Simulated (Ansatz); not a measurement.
Start from `FCSC[SiH3]` and change one atom or group to get `BCSC[SiH3]`.

Ansatz, PBE0-D4/def2-TZVP geometries, multiplicity 1. Each molecule was computed in one conformer, which needn't be the lowest.

```
                                          property  `FCSC[SiH3]`
size of the dipole moment (ωB97M-V/def2-TZVPP) / D          1.07
                LUMO energy (PBE0/def2-TZVPP) / eV          0.24
                HOMO energy (PBE0/def2-TZVPP) / eV         -6.89
               LUMO energy (B3LYP/def2-TZVPP) / eV          0.00
               HOMO energy (B3LYP/def2-TZVPP) / eV         -6.67
              HOMO–LUMO gap (PBE0/def2-TZVPP) / eV          7.13
```

Question: What does the change do to each property? (Best estimate.)

Answer: Computed: 
```
                                          property  `BCSC[SiH3]`  shift
size of the dipole moment (ωB97M-V/def2-TZVPP) / D          1.55   0.48
                LUMO energy (PBE0/def2-TZVPP) / eV         -1.58  -1.82
                HOMO energy (PBE0/def2-TZVPP) / eV         -6.32   0.57
               LUMO energy (B3LYP/def2-TZVPP) / eV         -1.81  -1.81
               HOMO energy (B3LYP/def2-TZVPP) / eV         -6.10   0.57
              HOMO–LUMO gap (PBE0/def2-TZVPP) / eV          4.74  -2.39
```

With PBE0 the HOMO rises by 0.57 eV and the LUMO falls by 1.82 eV, so the gap narrows by about 2.39 eV. PBE moves the HOMO by 0.54 eV and ωB97M-V by 0.57 eV. Dipoles are sizes alone; their direction can turn.

B3LYP here is the variant with VWN-RPA as its local correlation; programs differ in this.
